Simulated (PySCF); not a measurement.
Compound: C7H9FN (charge -1).
Numbering: `[CH3:1][CH2:2][CH2:3][c:4]1[cH:5][n-:6][cH:7][c:8]1[F:9]` (hydrogens: H10, H11, H12 on C1; H13, H14 on C2; H15, H16 on C3; H17 on C5; H18 on C7)

The closed-shell SCF was solved with PySCF and density fitting under several settings on one GFN2-xTB geometry (grid level 2 and gas phase unless stated).

| settings | basis functions | SCF cycles | E (Eh) | HOMO (eV) | LUMO (eV) |
| --- | --- | --- | --- | --- | --- |
| PBE0/pcSseg-1 | 198 | 14 | -426.2341 | -0.46 | 4.98 |
| PBE0/pcSseg-1, grid level 3 | 198 | 14 | -426.2341 | -0.46 | 4.98 |

Estimate the row for these settings: PBE0/3-21G, energy threshold 1e-06 Eh, damping 0.2 at the start, DIIS from the seventh cycle.

```csv
settings,basis functions,SCF cycles,E (Eh),HOMO (eV),LUMO (eV)
"PBE0/3-21G, energy threshold 1e-06 Eh, damping 0.2 at the start, DIIS from the seventh cycle",99,13,-423.9338,0.01,7.16
```

Over all rows, what range does the HOMO–LUMO gap span?

From 5.44 eV to 7.15 eV.

Compare two rows with the functional PBE0: PBE0/pcSseg-1, grid level 3 and PBE0/3-21G, energy threshold 1e-06 Eh, damping 0.2 at the start, DIIS from the seventh cycle. Which energy is lower, and by how much?

PBE0/pcSseg-1, grid level 3 (198 functions) lies 2.3003 Eh or 1443 kcal/mol below PBE0/3-21G, energy threshold 1e-06 Eh, damping 0.2 at the start, DIIS from the seventh cycle (99 functions).

Whole jobs, the steps after the SCF included, on one thread of an Intel Xeon at 2.70 GHz, no GPU (shared host):

| settings | work after the SCF | wall time | peak memory |
| --- | --- | --- | --- |
| PBE0/pcSseg-1 | shieldings, ring-centre shieldings, charges and field gradients, density and orbital grids written | 64 s | 0.87 GiB |
| PBE0/pcSseg-1, grid level 3 | shieldings, ring-centre shieldings, charges and field gradients | 51 s | 0.90 GiB |
| PBE0/3-21G, energy threshold 1e-06 Eh, damping 0.2 at the start, DIIS from the seventh cycle | shieldings, ring-centre shieldings, charges and field gradients | 17 s | 0.61 GiB |

Cycle counts include a coarse-grid stage where the run had one. The HOMO energy is positive at PBE0/3-21G; such an orbital is held in place by the finite basis.

Shape of the structure used: `[CH3:1][CH2:2][CH2:3][c:4]1[cH:5][n-:6][cH:7][c:8]1[F:9]`: C1–C2–C3–C4 62°, C2–C3–C4–C5 72°.

One conformer stands for the species.
